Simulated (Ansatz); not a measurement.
The cluster Na3Sb. The state is a singlet with charge 0. Geometry r2SCAN-D4/def2-TZVP.

```xyz
4

Na    0.066    2.274   -0.592
Na   -1.987   -1.166   -0.465
Na    1.181   -0.634    1.931
Sb    0.740   -0.474   -0.874
```

In the def2 sets Sb takes a core potential, while STO-3G treats all electrons; there is no spin–orbit coupling. The restricted singlet is unstable towards broken spin symmetry in Hartree–Fock (as tested in another run); at HF/STO-3G this wasn't settled. At HF/STO-3G the highest occupied level of the charge 0 singlet lies above zero (up to 2.56 eV). In Hartree–Fock with STO-3G the lack of diffuse functions raises the level. The structure comes from a short search, and lower isomers may exist.

(1) Estimate the orbital energies around the gap (eV) in Ansatz with HF/STO-3G, PBE-D4/def2-SVP, PBE-D4/def2-TZVPD, r2SCAN-D4/def2-TZVP, CAM-B3LYP-D4/def2-TZVP.

Results:

(1) 
```tsv
orbital	HF/STO-3G	PBE-D4/def2-SVP	PBE-D4/def2-TZVPD	r2SCAN-D4/def2-TZVP	CAM-B3LYP-D4/def2-TZVP
HOMO−5	-20.45	-27.74	-27.87	-28.91	-32.75
HOMO−4	-20.44	-27.74	-27.87	-28.91	-32.75
HOMO−3	-6.06	-10.30	-10.35	-10.49	-13.14
HOMO−2	2.04	-3.35	-3.41	-3.34	-4.78
HOMO−1	2.04	-3.26	-3.31	-3.24	-4.78
HOMO	2.56	-3.26	-3.31	-3.24	-4.75
LUMO	12.55	-1.80	-1.85	-1.63	-0.75
LUMO+1	12.55	-1.25	-1.35	-0.99	-0.30
LUMO+2	12.72	-1.25	-1.35	-0.99	-0.30
LUMO+3	19.99	-0.13	-0.53	-0.10	0.64
LUMO+4	19.99	-0.09	-0.43	-0.01	0.72
LUMO+5	20.10	-0.09	-0.43	-0.01	0.72
```
